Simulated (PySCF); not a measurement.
From one molecule to another.

First species: chlorotrifluoroethylene, C2ClF3.
Z-matrix (Å and degrees, GFN2-xTB geometry), rows numbered from 1:
```
F 
C   1  1.3216
F   2  1.3208  1  111.54
C   2  1.3316  1  124.71  3  -179.98
F   4  1.3338  2  120.48  1    -0.01
Cl  4  1.7086  2  124.26  1  -180.00
```

Second species: C2H8O2Si3.
Atom-mapped SMILES: `[O:1]=[CH:2][Si@@H:3]1[O:4][SiH2:5][CH2:6][SiH2:7]1` (hydrogens: H8 on C2; H9 on Si3; H10, H11 on Si5; H12, H13 on C6; H14, H15 on Si7)

Geometry (GFN2-xTB, Å), atoms numbered from 1 in this order:
```
atom  x, y, z in Å
O1     2.9367    1.1146    2.1619
C2     2.3590    1.0622    1.1041
Si3    1.1971   -0.3683    0.6024
O4     0.9754   -0.1951   -1.0166
Si5   -0.4183   -0.1545   -1.8733
C6    -1.7924   -0.2794   -0.5495
Si7   -1.0351   -0.2308    1.2160
H8     2.4819    1.8997    0.3807
H9     1.9444   -1.6187    0.7522
H10   -0.4107    1.1285   -2.5690
H11   -0.3740   -1.3125   -2.7596
H12   -2.3505   -1.2047   -0.6864
H13   -2.5192    0.5198   -0.6844
H14   -1.4546    1.0072    1.8921
H15   -1.5440   -1.3599    2.0075
```

Levels: PBE0/def2-SVPD for HOMO energy, LUMO energy, HOMO–LUMO gap and static isotropic polarisability; TDDFT PBE0/def2-SVPD for lowest singlet excitation; TDA PBE0/def2-SVPD for lowest triplet excitation (Tamm–Dancoff). Geometries: GFN2-xTB. Each species is one conformer at its optimised geometry, gas phase, non-relativistic unless stated; the electronic structure was computed with PySCF and density fitting.

```json
{"property": "HOMO energy", "column X": "-6.98 eV", "column Y": "-7.75 eV"}
{"property": "LUMO energy", "column X": "-1.77 eV", "column Y": "-0.09 eV"}
{"property": "HOMO–LUMO gap", "column X": "5.21 eV", "column Y": "7.66 eV"}
{"property": "lowest singlet excitation", "column X": "3.11 eV", "column Y": "5.92 eV"}
{"property": "lowest triplet excitation (Tamm–Dancoff)", "column X": "2.39 eV", "column Y": "4.33 eV"}
{"property": "static isotropic polarisability", "column X": "106.3 au", "column Y": "41.9 au"}
```

**Question.** Which column belongs to which species?

**Answer.** Column X is the second species and column Y the first. The first has 6 atoms and 56 electrons, the second 15 and 78.

**Question.** How does each property change from the first species to the second?

**Answer.** HOMO energy +0.77 eV; LUMO energy -1.68 eV; HOMO–LUMO gap -2.45 eV; lowest singlet excitation -2.81 eV; lowest triplet excitation (Tamm–Dancoff) -1.94 eV; static isotropic polarisability +64.4 au.

On the first: S1 lies 1.74 eV below the HOMO–LUMO gap. The polarisability is 6.22 Å³ as a volume (1 au = 0.148185 Å³), or 0.75 au for each of the 56 electrons.

On the second: The 8 singlets span 3.11 to 6.49 eV, and their oscillator strengths add up to 0.15. The polarisability is 15.75 Å³ as a volume (1 au = 0.148185 Å³), or 1.36 au for each of the 78 electrons.
